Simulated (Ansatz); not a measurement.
A search over several starts for the lowest SCF solution of Cd₄ at the given spin, in a small basis.

```yaml
crystal:
  periodic: [false, false, false]
  atoms:
    - {symbol: Cd, position_ang: [-1.453749, 0.696499, -1.634282]}
    - {symbol: Cd, position_ang: [1.447641, -0.689990, 1.634616]}
    - {symbol: Cd, position_ang: [0.379607, -1.541044, -0.983938]}
    - {symbol: Cd, position_ang: [-0.373489, 1.534534, 0.983604]}
basis:
  gaussian: {orbitals: def2-SVP, initial_orbitals: start.molden}
magnetization: {spin_polarized: true, initial_magnetization: 2}
hamiltonian: {xc: pbe0}
output: {orbitals: {seedname: orbitals}}
```

The file start.molden holds the orbitals of an earlier run on this structure, at another level or in another basis.

```sh
$ ansatz run in.yaml --threads 4 --pin off --events-out ev --progress --plain --max-ram 3916MiB
```

It prints (some lines left out):

```
Functional definition: PBE0
1312 factors; integrals over basis functions are off by at most 6.9e-4 eV
mean field evaluation 1: about -18255.3021 eV, gradient 2.3e0 eV
mean field evaluation 2: about -18255.3287 eV, gradient 3.3e-2 eV
mean field evaluation 4: about -18255.6674 eV, gradient 6.0e-3 eV
mean field evaluation 8: about -18255.6674 eV, gradient 8.1e-5 eV
mean field evaluation 16: about -18255.1086 eV, gradient 7.8e0 eV
mean field evaluation 32: about -18255.6674 eV, gradient 1.9e-4 eV
mean field evaluation 64: about -18255.6190 eV, gradient 4.3e-1 eV
mean field -18255.66744586 eV, -670.8834044997 hartree, gradient 7.9e-6 eV, S^2 2.011823; 9 other end points of the search recorded, 0 dependent functions left out
reference -18255.66747437 eV, -670.8834055471 hartree; 41, 39 occupied and 83, 85 virtual orbitals, 1312 factors
Total energy: -18255.66747437 eV, -670.8834055471 hartree
```

Run time 25 s (4 threads of Arm Neoverse V1 on a shared host), peak host memory 0.58 GiB.

In the def2 sets Cd takes a core potential; there is no spin–orbit coupling. At PBE0/def2-TZVP a singlet of charge 0 lies 1.86 eV below the triplet, each at its own geometry. The structure comes from a short search, and lower isomers may exist.
